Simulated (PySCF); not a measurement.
# A survey of $^{19}$F NMR shifts

No solvent model, one computed conformer, non-relativistic Hamiltonian, fast rotation and ring inversion assumed for equivalent nuclei. Shieldings: GIAO PBE0/pcSseg-1; geometry from GFN2-xTB; PySCF 2.14.0 with density-fitted response routines.

Shieldings were converted by a linear fit to measured shifts: $^{19}$F: δ = 146.13 − 0.903σ +14.6 on sp3 carbon (rms 6.0 ppm, 223 shifts, 7.0 ppm with the 5 outliers that the fit left out vs CFCl3, solution or neat liquid). Occasional misses reach two or three times the rms, and more in compound classes unlike the fitted ones.

Match the shifts -67.8, -133.4, -191.3, -203.7, -268.9 ppm to `N#CC/C=C\C[SiH2]CF`, `O=P1(C(F)(F)F)CC1`, `OC[C@H](F)c1ccccc1`, `CC[C@@H]1CC[SiH2]C[C@@H]1F`, `CC1(C)C[C@@H]([SiH3])[C@]1(C)F`.

Answers

-67.8: O=P1(C(F)(F)F)CC1 (fluorine of a CF3 group); -133.4: CC1(C)C[C@@H]([SiH3])[C@]1(C)F (fluorine on an sp3 carbon); -191.3: CC[C@@H]1CC[SiH2]C[C@@H]1F (fluorine on an sp3 carbon); -203.7: OC[C@H](F)c1ccccc1 (fluorine on an sp3 carbon); -268.9: N#CC/C=C\C[SiH2]CF (fluorine on an sp3 carbon).
